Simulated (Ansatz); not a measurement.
`C[S][In]([F])[F]` + CH₃OH → `C[O][In]([F])[F]` + CH₃SH at 298.15 K and 1 bar (ligand exchange at the In–S bond).

Calculated with Ansatz (gas phase, PBE0-D4/def2-TZVP geometries, no zero-point term in ΔE). CCSD(T)/CBS adds triple-zeta CCSD(T) − MP2 to the extrapolated MP2 energy (def2 sets, frozen cores). This one scheme is used for every species. def2 core potentials past Kr. For In outer-core shells are correlated without core-valence functions, which leaves a few kJ/mol of doubt a bond. One conformer a species, not always the lowest.

```
           species  CCSD(T)/CBS energy (Eh)  H − E (kJ/mol)  S (J/(mol·K))
`C[S][In]([F])[F]`               -827.12092           134.9          390.2
             CH₃OH               -115.61712           146.3          238.2
`C[O][In]([F])[F]`               -504.48097           139.7          381.8
             CH₃SH               -438.22835           133.0          253.2
```

H − E and S are ideal-gas, rigid-rotor, harmonic terms from PBE0-D4/def2-TZVP, for one conformer and one mirror image of each species. 1 Eh = 2625.50 kJ/mol, R = 8.31446 J/(mol·K).

Q: By hand: ΔE, ΔH, ΔS and ΔG.

A: ΔE = (-504.48097) + (-438.22835) − (-827.12092) − (-115.61712) = 0.02872 Eh = 75.4 kJ/mol. Δ(H − E) = 139.7 + 133.0 − 134.9 − 146.3 = -8.5, so ΔH = 66.9 kJ/mol. ΔS = 381.8 + 253.2 − 390.2 − 238.2 = 6.6 J/(mol·K). ΔG = 66.9 − 298.15 × (6.6)/1000 = 64.9 kJ/mol.

Q: By hand: the equilibrium constant, and the temperature at which ΔG would vanish if ΔH and ΔS stayed fixed.

A: log₁₀ K = −ΔG/(RT ln 10) = -11.4. ΔG = 0 at ΔH/ΔS = 10136 K, far beyond where these terms or the molecules hold.

The number of gas molecules stays the same, so ΔS is small and ΔH decides. A doubt of 5 kJ/mol in ΔE shifts log₁₀ K by 0.9 here. Other conformers and mirror images would add mixing entropy, several J/(mol·K) or more a flexible species. Modes under 60 cm⁻¹, often nearly free rotors, make the harmonic entropy too high. These are equilibria of isolated gas molecules and say nothing of rates. Largest T1 diagnostic: 0.017 (customary marks: 0.02 for closed shells, 0.045 for open ones).
